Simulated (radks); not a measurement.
Problem. Successive ionisation energies (eV) of one element, from differences of total energies of ions in their ground configurations, starting at charge 22: 616.39, 660.51, 887.10, 931.44, 976.25, 1021.5, 1067.2, 1125.6, 1173.3, 1221.4, 1270.0, 1318.8, 1538.4, 1587.1, 1635.5, 1698.2, 1748.6, 1798.3, 1988.1, 2045.3, 3463.6, 3580.7. Calculated with a radial shooting solver on a logarithmic mesh with Libxc functionals: scalar-relativistic Kohn-Sham, BLYP, spin-polarised, spherical densities, finite nucleus; open shells are filled with parallel spins first (spin-orbit coupling, left out, can overturn this in heavy ions); Fermi nuclear charge, rms radius 5.3108 fm. Which element is it?

Solution. Ytterbium (Z = 70). The first species listed is Yb22+ in [Kr] 4d10 4f2, the last Yb43+ in [Ar] 3d9.
